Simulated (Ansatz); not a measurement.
CHBClNO₂, SMILES O=C=NB(O)Cl.

Coordinates come from a TPSSh-D3(BJ)/def2-SVP optimisation. This is a generated structure with no PubChem entry under its InChIKey; it may be hypothetical. One conformer was computed; it need not be the lowest.

Two levels are set side by side: PBE/def2-SVPD (Ansatz, an electronic-structure program) and CAM-B3LYP/def2-SVPD (Ansatz). Energy differences of separate SCF runs at the same geometry; the states with an electron removed or added have multiplicity 2 and 2. Differences are taken from unrounded values.

| quantity | PBE |
|---|---|
| vertical ionisation energy (eV) | 10.78 |
| vertical singlet–triplet gap (eV) | 5.63 |

### Question
These are the PBE values. What does CAM-B3LYP give? (An estimate is asked for; the answer gives what the named calculation found.)

### Answer

```
quantity                           CAM-B3LYP  PBE minus CAM-B3LYP
---------------------------------  ---------  -------------------
vertical ionisation energy (eV)        11.46                -0.68
vertical singlet–triplet gap (eV)       6.13                -0.50
```
